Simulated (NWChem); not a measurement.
Species: C₃HF₃; SMILES C#CC(F)(F)F

```xyz
7

C      0.0000     0.0000    -2.3315
C      0.0000     0.0000    -1.1249
C      0.0000     0.0000     0.3443
F     -0.8493    -0.9076     0.8219
F     -0.3614     1.1893     0.8219
F      1.2107    -0.2817     0.8219
H      0.0000     0.0000    -3.4074
```
Atoms are numbered in this order, from 1.

Level: PBE0/def2-SVP (NWChem), optimised geometry, unscaled harmonic frequencies. 

```tsv
frequency (cm⁻¹)	IR intensity (km/mol)
185	1.3
185	1.3
465	0.4
465	0.4
548	14.3
630	8.2
630	8.2
749	27.0
749	27.0
838	1.1
1248	340.0
1248	340.0
1291	448.5
2276	61.0
3484	61.3
```

```yaml
zero_point_energy: 21.4 kcal/mol
thermal correction to the enthalpy at 298.15 K (with zero-point energy): 25.3 kcal/mol
heat capacity Cv: 18.0 cal/(mol K)
entropy at 298.15 K and 1 atm (symmetry number 3): 71.8 cal/(mol K)
dipole_moment: 2.22 D
```

Rigid rotor and harmonic oscillator.
